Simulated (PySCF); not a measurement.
Species: Ta(NSiMe3)F3, C3H9F3NSiTa (singlet state).
Geometry (PBE0-D3(BJ)/def2-SVP, Å), atoms numbered from 1 in this order:
```xyz
18
C3H9F3NSiTa angstrom
Ta     0.2504    0.0821   -2.9817
N      0.0645    0.0330   -1.2333
Si    -0.0595   -0.0135    0.5221
C     -1.8674   -0.2064    0.9809
C      0.6338    1.5941    1.1947
C      0.9417   -1.4771    1.1342
H     -2.2823   -1.1358    0.5611
H     -1.9915   -0.2411    2.0753
H     -2.4626    0.6366    0.5972
H      0.5872    1.6112    2.2955
H      1.6863    1.7197    0.8967
H      0.0669    2.4584    0.8158
H      0.5492   -2.4197    0.7221
H      1.9965   -1.3859    0.8322
H      0.9057   -1.5457    2.2334
F      2.0977   -0.0367   -3.3300
F     -0.4613    1.7257   -3.5630
F     -0.7115   -1.3823   -3.6754
```

Level of theory: PBE0-D3(BJ)/def2-SVP geometry optimisation, gas phase, def2 core potentials past Kr in PySCF.

**Question.** Which atoms are bound to Ta1, and at what distances?

**Answer.** 4 atoms: N2 1.759 Å, F17 1.883 Å, F16 1.884 Å, F18 1.884 Å. The nearest atom not counted as bound is Si3, at 3.52 Å.

**Question.** List the angles at Ta1.

**Answer.** 
| angle | degrees | distance of the outer atoms (Å) |
| --- | --- | --- |
| F16–Ta1–F18 | 112.6 | 3.13 |
| F17–Ta1–F18 | 111.8 | 3.12 |
| F16–Ta1–F17 | 111.6 | 3.12 |
| N2–Ta1–F17 | 106.9 | 2.93 |
| N2–Ta1–F18 | 106.9 | 2.93 |
| N2–Ta1–F16 | 106.6 | 2.92 |

**Question.** What is the shape at Ta1?

**Answer.** Tetrahedral: angles from 106.6° to 112.6°; τ4 = (360° − α − β)/141° = 0.96 with α and β the two widest (0 for a square, 1 for a tetrahedron).

**Question.** What are the other bond lengths?

**Answer.** N2–Si3 1.760 Å; Si3–C4, Si3–C5, Si3–C6 1.876 Å. (A selection.)

**Question.** Give some angles away from the centre.

**Answer.** Ta1–N2–Si3 178.0°, N2–Si3–C4 108.3°, C4–Si3–C5 110.9°.

Point group: near C3, missed by 0.08 Å at most; the miss may be what the optimiser left on a soft mode. Charge 0, singlet. Whether it is a minimum is left open (no frequencies).
